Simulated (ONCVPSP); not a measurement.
## Configuration tests for Os (Z = 76) (ONCV)

```
Element                 : osmium (Os)
Generator               : ONCVPSP 4.0.1
Type                    : optimised norm-conserving Vanderbilt (ONCV)
Functional              : PBE
Relativity              : scalar-relativistic
Frozen core             : [Kr] 4d10 4f14
Valence charge          : 16
Reference configuration : 5s2 5p6 5d6 6s1.5 6p0.5
Partial waves           : 5s+6s: rc 1.65 bohr, ncon 3, nbas 7, qcut 9.3 1/bohr, 2 projectors; 5p+6p: rc 2.20 bohr, ncon 5, nbas 9, qcut 6.1 1/bohr, 2 projectors; 5d: rc 1.45 bohr, ncon 5, nbas 8, qcut 7.5 1/bohr, 2 projectors, debl 0.6 Ha
Local potential         : polynomial inside 1.10 bohr (lpopt 5, dvloc0 0 Ha)
Core correction         : Teter function, fcfact 5.25, rcfact 1.75
```

Energies are relative to the spin-unpolarised reference configuration 5s2 5p6 5d6 6s1.5 6p0.5; without spin polarisation the order of configurations can differ from experiment.

| valence configuration | charge | ΔE all-electron (eV) | error AE − PS (meV) |
| --- | --- | --- | --- |
| 5s2 5p6 5d6 6s2 6p0 | 0 | -2.481 | -0.1 |
| 5s2 5p6 5d6 6s1 6p0 | +1 | 7.096 | -5.3 |
| 5s2 5p6 5d6 6s1 6p1 | 0 | 2.576 | -1.5 |

Problem. What are ΔE and the potential's error for 5s2 5p6 5d6 6s0 6p0?

Solution. ΔE = 24.011 eV all-electron; the error (AE − PS) is -35 meV.

Levels in the configuration 5s2 5p6 5d6 6s1 6p0:

| level | all-electron (eV) | pseudo (eV) |
| --- | --- | --- |
| 5s | -99.601 | -99.614 |
| 5p | -58.918 | -58.921 |
| 5d | -14.139 | -14.137 |
| 6s | -13.142 | -13.151 |

Note: no bound ghost flagged; GHOST(+) flagged for s at 109.7 eV.
